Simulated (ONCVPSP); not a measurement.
cobalt: ONCV pseudisation with BLYP, scalar-relativistic reference atom.

```json
{"Element": "cobalt", "Generator": "ONCVPSP 4.0.1", "Type": "optimised norm-conserving Vanderbilt (ONCV)", "Functional": "BLYP", "Relativity": "scalar-relativistic", "Frozen core": "[Ne]", "Valence charge": "17", "Reference configuration": "3s2 3p6 3d7 4s2", "Partial waves": "3s+4s: rc 1.40 bohr, ncon 4, nbas 8, qcut 9.6 1/bohr, 2 projectors; 3p: rc 1.05 bohr, ncon 3, nbas 7, qcut 11.1 1/bohr, 2 projectors, debl 0.5 Ha; 3d: rc 0.90 bohr, ncon 3, nbas 8, qcut 17.7 1/bohr, local", "Local potential": "the d channel", "Core correction": "polynomial model core, fcfact 0.25"}
```

In the p channel the program set the typed energies aside and used -2.405, 0.250 Ha.

* Cutoffs needed: 111 Ha and 127 Ha (the cutoffs (Ha) at which the residual kinetic energy of the hardest occupied pseudo-wave falls to 1 and 0.1 mHa per electron)
* Ghost test: no bound ghost flagged; GHOST(+) flagged for s at 192.3 eV
* Largest excitation error: -17 meV (all-electron minus pseudo) for 3s2 3p6 3d5 4s0, out of 4 test configurations
* rms error of d²Exc/dni dnj: 2.31 mHa without and 1.59 mHa with the model core
